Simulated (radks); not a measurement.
Results of a calculation; reference values are marked as such.
Task: All-electron atom: Ne5+ in [He] 2s2 2p1. Level of theory: Dirac Kohn-Sham, PBE, spin-unpolarised, spherical densities, point nucleus; open shells are shared between the two j in proportion to 2j + 1 (a radial shooting solver on a logarithmic mesh with Libxc functionals). Some entries of the table are withheld. Estimate them.

orbital      occ.  eigenvalue (eV)  <1/r> (bohr^-1)
1s1/2           2        -994.9249            9.651
2s1/2           2              (1)            1.995
2p1/2    0.333333              (2)              (3)
2p3/2    0.666667              (4)              (5)

Result: 
(1) 2s1/2 eigenvalue (eV): -160.7859
(2) 2p1/2 eigenvalue (eV): -140.6017
(3) 2p1/2 <1/r> (bohr^-1): 1.919
(4) 2p3/2 eigenvalue (eV): -140.4022
(5) 2p3/2 <1/r> (bohr^-1): 1.915
